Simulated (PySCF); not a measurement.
**How methods differ on the excitation energy of Mn²⁺**

Mn²⁺ [Ar] 3d5 (6S) → Mn²⁺ [Ar] 3d4 4s1 (6D), as a difference of total energies. Computed with PySCF 2.14 in aug-cc-pVDZ, with no relativity, point nucleus. Correlated levels: valence: [Ar] frozen. The calculations carry no spin-orbit coupling.

```
           method  excitation energy (eV)
              UHF                   7.857
              LDA                   8.310
              PBE                   8.152
             PBE0                   8.274
           r2SCAN                   8.281
           B2PLYP                   8.188
        CAM-B3LYP                   8.143
          wB97M-V                   8.308
           revPBE                   8.210
    MP2 (valence)                   8.335
SCS-MP2 (valence)                   8.016
```

How much does correlation contribute at MP2 (valence)?

8.335 − (7.857) = 0.478 eV, measured against UHF.

A first-order spin-orbit estimate (lowest level to lowest level, LS coupling) adds -0.067 eV.
